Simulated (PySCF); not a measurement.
C7H10N2.
SMILES: `n1ccc(cc1)N(C)C`

Torsions of this conformer, `[CH3:1][N:2]([CH3:3])[c:4]1[cH:5][cH:6][n:7][cH:8][cH:9]1`: C1–N2–C4–C5 180°.

The closed-shell ground state was solved at several levels (PySCF, density fitting, gas phase, non-relativistic). Isolated species at its PBE0-D3(BJ)/def2-SVP geometry, gas phase.

```json
{"level": "PBE0/pcSseg-1", "basis functions": "203", "total energy (Eh)": "-381.7563", "HOMO (eV)": "-6.11", "LUMO (eV)": "-0.11", "gap (eV)": "6.00", "dipole (D)": "4.83"}
{"level": "wB97X-D/pcSseg-1", "basis functions": "203", "total energy (Eh)": "-382.0743", "HOMO (eV)": "-7.84", "LUMO (eV)": "1.63", "gap (eV)": "9.47", "dipole (D)": "4.81"}
```

Problem. What might wB97X-D/def2-SVPD (260 basis functions) give for the same quantities?

Solution. Total energy -381.8664 Eh, HOMO -7.88 eV, LUMO 1.57 eV, gap 9.45 eV, dipole 4.75 D.

Problem. Over all these levels, which gives the widest orbital gap and which the narrowest?

Solution. wB97X-D/pcSseg-1 (range-separated hybrid) has the widest, 9.47 eV, and PBE0/pcSseg-1 (global hybrid, 25 % exact exchange) the narrowest, 6.00 eV. The two share the basis. From the narrowest to the widest the HOMO moves by -1.73 eV and the LUMO by +1.74 eV.

Problem. How far do the dipole and the HOMO energy spread over the levels?

Solution. The dipole runs from 4.75 to 4.83 D (mean 4.79 D) and the HOMO from -7.88 to -6.11 eV.

wB97X-D is run here without its empirical dispersion term; that term would change no orbital, density or response property at a fixed geometry.
